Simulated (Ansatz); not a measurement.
C$_{3}$H$_{7}$NOSi (`C=CN([SiH3])C=O`), relaxed with RKS PBE0-D4/def2-TZVP in the Gaussian-basis code of Ansatz from a PBE-D4/def2-SVP geometry. The force threshold is 0.005 eV/Å; the program also tests the step.

Total charge 0; spin multiplicity 1.

Start:

```xyz
13

C     0.510    1.948   -0.264
C     0.860    0.677   -0.545
N     0.168   -0.478   -0.129
Si   -1.326   -0.360    0.862
C     0.687   -1.723   -0.516
O     1.691   -1.882   -1.184
H     1.128    2.775   -0.641
H    -0.375    2.220    0.332
H     1.751    0.434   -1.146
H    -1.767   -1.775    1.084
H    -1.020    0.320    2.164
H    -2.369    0.419    0.117
H     0.061   -2.575   -0.134
```

By how much does the energy fall, and how many steps does the optimiser take? (Best estimate.)

The calculation gave: 1.91 kcal/mol, in 6 steps, 1 of them rejected.

Which bonds change most? (Best estimate.)

Ansatz gave: N3–Si4 from 1.796 to 1.761 Å; N3–C5 from 1.403 to 1.382 Å; C5–H13 from 1.124 to 1.103 Å; C1–C2 from 1.349 to 1.329 Å.

Give the relaxed structure. (An estimate is asked.)

Ansatz gave: 
```xyz
13

C     0.501    1.919   -0.257
C     0.855    0.670   -0.539
N     0.163   -0.475   -0.126
Si   -1.301   -0.353    0.846
C     0.671   -1.703   -0.508
O     1.663   -1.867   -1.169
H     1.102    2.740   -0.623
H    -0.374    2.176    0.331
H     1.735    0.442   -1.129
H    -1.741   -1.747    1.080
H    -0.999    0.330    2.126
H    -2.333    0.412    0.106
H     0.059   -2.543   -0.137
```
